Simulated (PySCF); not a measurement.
**How methods differ on the excitation energy of In⁺**

In⁺ [Kr] 4d10 5s2 (1S) → In⁺ [Kr] 4d10 5s1 5p1 (3P), as a difference of total energies. Computed with PySCF 2.14 in aug-cc-pVTZ-DK3 (8s7p5d2f, 68 functions), with the spin-free X2C one-electron Hamiltonian (Gaussian nucleus). Correlated levels: valence: [Kr] 4d10 frozen. The calculations carry no spin-orbit coupling.

```tsv
method	excitation energy (cm⁻¹)	error (cm⁻¹)
UHF	32997	-11612
LDA	48199	+3591
PBE	46142	+1534
PBE0	43474	-1134
r2SCAN	42700	-1908
TPSS	44460	-148
B2PLYP	43158	-1451
BLYP	48067	+3459
wB97X	47012	+2404
MP2 (valence)	37622	-6986
SCS-MP2 (valence)	38951	-5657
```

Reference: 44609 cm⁻¹ (measured; NIST levels, between the centres of gravity of the two terms).

Errors of the correlated levels include the incompleteness of this basis and the frozen core.
